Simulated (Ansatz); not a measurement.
Born–Oppenheimer molecular dynamics of C3H12BNSi (18 atoms, charge 0, multiplicity 1). It goes on from the last frame of an earlier run, with new velocities.

These are results of RKS PBE-D4/STO-3G (Ansatz), not measurements.

| Quantity | Value |
| --- | --- |
| ensemble | NVT, Nosé–Hoover chain |
| time step | 0.5 fs |
| steps asked | 150 |
| set temperature | 500 K |
| thermostat | time constant 100 fs, chain length 5 |
| seed | 212412 |

First frame:

```xyz
18
Properties=species:S:1:pos:R:3
C 0.678 -1.911 -0.400
C 0.886 -0.598 -1.246
B 0.468 0.749 -0.499
N 1.502 1.500 0.025
C -0.920 1.319 -0.149
Si -1.596 0.834 1.548
H 1.534 -2.623 -0.548
H -0.275 -2.312 -0.535
H 0.701 -1.636 0.684
H 1.900 -0.660 -1.786
H 0.227 -0.900 -2.084
H 2.481 1.058 -0.114
H 1.468 2.523 0.306
H -0.972 2.461 -0.241
H -1.701 1.008 -0.903
H -0.623 0.765 2.615
H -2.778 1.618 1.784
H -2.081 -0.569 1.571
```

Problem. How far do the bonds stretch over the last three quarters of this one trajectory? (Pairs bonded in most of those frames.)

Solution. 
```tsv
bond	mean (Å)	spread (Å)	shortest	longest
C1–C2	1.573	0.047	1.50	1.67
C1–H7	1.111	0.035	1.06	1.17
C1–H8	1.115	0.053	1.03	1.20
C1–H9	1.110	0.033	1.05	1.17
C2–B3	1.603	0.029	1.55	1.65
C2–H10	1.113	0.021	1.07	1.16
C2–H11	1.122	0.038	1.06	1.18
B3–N4	1.401	0.018	1.36	1.45
B3–C5	1.592	0.045	1.52	1.66
N4–H12	1.058	0.047	0.98	1.12
N4–H13	1.048	0.023	1.01	1.09
C5–Si6	1.899	0.022	1.86	1.94
C5–H14	1.110	0.033	1.05	1.17
C5–H15	1.110	0.025	1.07	1.15
Si6–H16	1.472	0.055	1.39	1.54
Si6–H17	1.459	0.024	1.42	1.50
Si6–H18	1.458	0.023	1.42	1.50
```

Mean temperature of the second half: 530 K. The conserved energy stayed within 0.42 meV per atom of its start (net change -0.099 meV per atom), so the integration is sound. A run of 0.075 ps of so small a system gives no equilibrium averages. Limits of this set-up: minimal basis.

The run took 6.9 min on 1 thread of Arm Neoverse V2 (shared host), peak memory 0.09 GiB.
